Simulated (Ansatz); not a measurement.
A nudged elastic band was laid between two geometries of a periodic cell of 13 atoms, Be12Si (surface Be(0001), adsorbate Si).

Theory: Ansatz, DFT PBE, scalar-relativistic, plane waves, PAW. Settings: cutoff 420 eV, k mesh 6x6x1, gaussian smearing 0.15 eV, no spin polarisation.

```yaml
movable_images: 7
climbing_image: yes
spring: 2.0 to 10.0 eV/Å², energy-weighted
optimiser: quadratic models (default)
start_path: straight line
force_threshold: 0.05 eV/Å
iteration_limit: 17
end_points: relaxed
atoms_held: 1 to 4
```

Image 0:

```xyz
13
Lattice="4.5800 0.0000 0.0000 2.2900 3.9664 0.0000 0.0000 0.0000 16.5884" Properties=species:S:1:pos:R:3
Be 0.000 0.000 1.000
Be 2.290 0.000 1.000
Be 1.145 1.983 1.000
Be 3.435 1.983 1.000
Be -0.011 1.304 2.816
Be 2.311 1.336 2.828
Be 1.149 3.308 2.761
Be 3.414 3.305 2.813
Be -0.033 -0.019 4.797
Be 2.289 0.026 4.530
Be 1.165 1.971 4.536
Be 3.475 2.006 4.686
Si 4.969 2.882 6.438
```

Image 8:

Only the atoms that move by more than 0.05 Å are listed.
```
Be7 1.124 3.305 2.813
Be8 3.439 3.308 2.761
Be9 -0.001 0.026 4.530
Be10 2.257 -0.019 4.797
Be11 1.185 2.006 4.686
Be12 3.455 1.971 4.536
Si13 7.259 2.882 6.438
```

Question: What changes between the two ends?

Answer: The atom that moves furthest is Si13, by 2.29 Å.

Question: Give the energies along the band, and the barrier.

Answer: It converged. The highest image is number 3 of 0 to 8, 0.035 eV above the ends, which have the same energy within 2 meV. The order of the stationary point at the top wasn't checked. Limits of this set-up: coarse k mesh, thin slab, slab without dipole correction.

| image | path coordinate (Å) | energy (eV) |
| --- | --- | --- |
| 0 | 0.00 | 0.000 |
| 1 | 0.39 | 0.013 |
| 2 | 0.62 | 0.029 |
| 3 | 0.81 | 0.035 |
| 4 | 0.96 | 0.031 |
| 5 | 1.13 | 0.021 |
| 6 | 1.35 | 0.006 |
| 7 | 1.79 | 0.001 |
| 8 | 2.44 | 0.000 |

Question: What is the geometry of the highest image?

Answer: 
```xyz
13
Lattice="4.5800 0.0000 0.0000 2.2900 3.9664 0.0000 0.0000 0.0000 16.5884" Properties=species:S:1:pos:R:3
Be 0.000 0.000 1.000
Be 2.290 0.000 1.000
Be 1.145 1.983 1.000
Be 3.435 1.983 1.000
Be -0.038 1.321 2.807
Be 2.328 1.321 2.807
Be 1.145 3.310 2.746
Be 3.435 3.299 2.858
Be -0.025 -0.004 4.645
Be 2.315 -0.004 4.646
Be 1.144 1.963 4.460
Be 3.435 2.030 4.793
Si 5.729 2.876 6.445
```

The band took 5 iterations and about 9 core-minutes.

Time of the run: 8.6 min on 1 thread of Arm Neoverse V1, with other jobs on the host, peak memory 0.96 GiB.
